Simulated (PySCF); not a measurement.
## UHF on Tc(33+) (technetium, charge +33)

Configuration: [Ne], closed-shell 1S. Computed with PySCF 2.14 in an even-tempered Gaussian basis (19 s from 12 bohr⁻², ratio 2.2; 12 p from 15 bohr⁻², ratio 2.2; 6 d from 68 bohr⁻², ratio 2.4; 5 f from 100 bohr⁻², ratio 2.4; 4 g from 150 bohr⁻², ratio 2.4), with the spin-free X2C one-electron Hamiltonian (Gaussian nucleus).

| Item | Value |
| --- | --- |
| Total energy | -3408.640639 hartree |
| One-electron energy | -3764.3774 hartree |
| Hartree (Coulomb) energy | 428.4289 hartree |
| Exchange energy | -72.6922 hartree |
| ⟨S²⟩ | 0.0000 |
| ⟨L²⟩ | 0.000 |
| Sum of ⟨r⟩ | 1.122 bohr |
| Sum of ⟨r²⟩ | 0.1708 bohr² |

| shell | electrons | mean orbital energy (hartree) | rms radius, mean of both spins (bohr) |
| --- | --- | --- | --- |
| 1s | 2 | -846.88124 | 0.0393 |
| 2s | 2 | -178.44897 | 0.158 |
| 2p | 6 | -167.04057 | 0.140 |

Densities and radii are taken from the X2C orbitals without a picture-change correction, which distorts them close to the nucleus.

Spin-orbit constants ζ (cm⁻¹) from the X2C one-electron operator on these orbitals: bare nucleus, nucleus screened by l(l+1)(2l+1)/3 electrons, and screened by the Breit-Pauli mean field of the electrons.

| shell | bare | screened nucleus | mean field |
| --- | --- | --- | --- |
| 2p | 668500 | 637400 | 625200 |
